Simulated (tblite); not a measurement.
C₅H₁₆N₂Si.
SMILES with atom numbers: `[CH3:1][N:2]([CH3:3])[SiH:4]([CH3:5])[N:6]([CH3:7])[CH3:8]` (hydrogens: H9, H10, H11 on C1; H12, H13, H14 on C3; H15 on Si4; H16, H17, H18 on C5; H19, H20, H21 on C7; H22, H23, H24 on C8)

Structure used (GFN2-xTB), in Å, numbered top down from 1:
```
atom  x, y, z in Å
C1     1.6724   -1.1066   -1.1187
N2     1.3333    0.0986   -0.4019
C3     2.4360    1.0229   -0.3583
Si4    0.1096    0.0697    0.8111
C5    -0.2002    1.8585    1.3841
N6    -1.2364   -0.7100    0.0595
C7    -1.7365   -0.2651   -1.2183
C8    -2.2547   -1.3528    0.8455
H9     1.9285   -0.8649   -2.1549
H10    2.5326   -1.6149   -0.6666
H11    0.8234   -1.7823   -1.1101
H12    2.7629    1.2586   -1.3756
H13    3.2951    0.6053    0.1829
H14    2.1333    1.9418    0.1325
H15    0.3970   -0.7718    1.9892
H16   -1.1096    1.9052    1.9755
H17    0.6056    2.2383    2.0036
H18   -0.3231    2.5359    0.5437
H19   -2.1206   -1.1190   -1.7860
H20   -2.5529    0.4603   -1.1054
H21   -0.9315    0.1992   -1.7803
H22   -1.8290   -1.7017    1.7818
H23   -3.0874   -0.6738    1.0734
H24   -2.6596   -2.2117    0.3010
```

Computed with GFN2-xTB (tblite): harmonic, unscaled wavenumbers at the GFN2-xTB geometry, gas phase. This tight-binding method is rough: wavenumbers can miss measured ones by several per cent, in bad cases by 10 to 20. Modes of hydrogen on silicon can be 10 to 20 % off. One conformer, not necessarily the lowest.

Harmonic wavenumbers (cm⁻¹): 41.6, 63.2, 98.9, 127.5, 147.0, 169.5, 187.4, 200.0, 207.7, 214.1, 279.2, 287.1, 300.3, 320.8, 388.6, 404.5, 630.6, 648.7, 692.3, 719.6, 770.4, 823.0, 842.1, 1032.7, 1040.7, 1054.7, 1057.0, 1091.9, 1092.7, 1129.0, 1130.4, 1206.6, 1213.0, 1302.6, 1304.8, 1373.8, 1411.3, 1413.0, 1423.9, 1425.8, 1476.8, 1483.8, 1488.3, 1491.3, 1495.1, 1502.7, 1504.6, 1506.2, 1513.1, 1514.0, 2147.0, 2869.5, 2876.0, 2879.3, 2891.6, 2931.3, 2936.2, 2938.3, 2944.1, 3033.9, 3039.9, 3043.2, 3043.9, 3049.3, 3056.3, 3061.0.

A = 2253, B = 1246, C = 983.2 MHz; mass 132.108 u (most abundant isotopes); point group C1, symmetry number 1.

What is the zero-point energy?

Half the sum of the wavenumbers: 45492 cm⁻¹ = 130.07 kcal/mol.

Entropy at 500 K, 1 bar (ideal gas, RRHO, classical rotation)?

Translation 43.14, rotation 30.69, vibration 65.12: S = 138.9 cal/(mol K).

And Cp and H(500 K) − H(0)?

Cp = 67.37 cal/(mol K), of which vibrations give 59.42 (their classical limit is 66 R = 131.2); H(500 K) − H(0) = 20.16 kcal/mol without the zero-point energy, 16.19 from vibrations.

Blend soft modes into free rotors: weight 1/[1 + (100 cm⁻¹/ν̃)⁴] for the oscillator and the rest for a rotor with moment μB/(μ + B), μ = h/(8π²ν), B = 10⁻⁴⁴ kg m². What vibrational entropy results?

60.77 cal/(mol K) in place of 65.12, which changes −T·S at 500 K by +2.17 kcal/mol.

Which modes carry the vibrational entropy at 500 K?

41.6 cm⁻¹: 6.21; 63.2 cm⁻¹: 5.38; 98.9 cm⁻¹: 4.49; 127.5 cm⁻¹: 3.99; 147.0 cm⁻¹: 3.71; 169.5 cm⁻¹: 3.43 cal/(mol K); the other 60 give 37.91 together.

Hindered rotation and anharmonicity are outside this model. Other conformers, if any are populated, would add a mixing term that is left out. The structure is chiral; the term R ln 2 for an equal mix with its mirror image is left out.

Time: 1.0 s wall. Hardware: one thread, Arm Neoverse V2 (aarch64), no GPU, on a shared host. This covers the Hessian and the dipole derivatives.
